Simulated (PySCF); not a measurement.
**Structure elucidation problem**

Molecular formula: C11H12. Simulated spectra:

¹H NMR (400 MHz, computed): δ 7.56 (m, 2H), 7.47 (m, 2H), 7.44 (m, 1H), 5.96 (m, 1H), 5.95 (m, 1H), 1.62 (s, 3H), 1.44 (m, 1H), 1.20 (m, 1H).

¹³C{¹H} NMR (computed): δ 155.3 (C), 151.7 (C), 133.6 (CH), 130.6 (CH), 130.5 (CH), 109.5 (CH2), 26.1 (CH2), 25.1 (C), 23.7 (CH3).

Theoretical values (PySCF 2.14.0 with density-fitted response routines): coordinates at the GFN2-xTB level, NMR shieldings at PBE0/pcSseg-1/GIAO. One computed conformer, no solvent, rapidly exchanging positions averaged, non-relativistic Hamiltonian.

Shifts are taken against calculated references (same method and geometry level): ¹H (σ = 31.72 ppm), ¹³C (σ = 186.93 ppm) against TMS.

Q: Choose the structure that fits.
A. C=C[C@@H]1CCc2ccccc21
B. C#Cc1c(C)cccc1CC
C. C=CC/C=C\c1ccccc1
D. C=C1C[C@]1(C)c1ccccc1

A: D. 

- The formula gives 6 degrees of unsaturation (2 rings in the answer).
- 9 carbon signals for 11 carbons: some carbons are equivalent by symmetry or fast rotation.
- Carbon types of the structure: 3 × C, 5 × CH, 2 × CH2, 1 × CH3, which accounts for all hydrogens.
- δC 155.3: fully substituted alkene carbon; an sp2 carbon of a C=C bond.
- δC 151.7: substituted aromatic carbon.
- δC 133.6, 130.6, 130.5: aromatic CH; the aromatic region.
- δC 109.5: terminal =CH2 carbon; as expected for a trigonal carbon in a double bond.
- δH 7.56, 7.47, 7.44: hydrogen on an aromatic CH; it sits in the deshielding region of the aromatic ring current.

The others: C=CC/C=C\c1ccccc1 would give 9 signals for carbon-bound and other non-exchanging H, not 8; C#Cc1c(C)cccc1CC would give 11 carbon signals, not 9; C=C[C@@H]1CCc2ccccc21 would give 11 carbon signals, not 9.

Shifts are as computed. Against solution values, carbons near 30 ppm lie about +3 ppm off and those near 130 ppm about +5 ppm. Of 1211 compounds with measured shifts, 218 miss one by over three times the rms of a fit or turn the order of signals round; such compounds aren't used in these exercises. No couplings were computed; multiplicities are counted from neighbouring protons, with m where these are inequivalent, close in shift, in a saturated or five-membered ring or joined by F or P, and br s for small geminal =CH2 splittings.
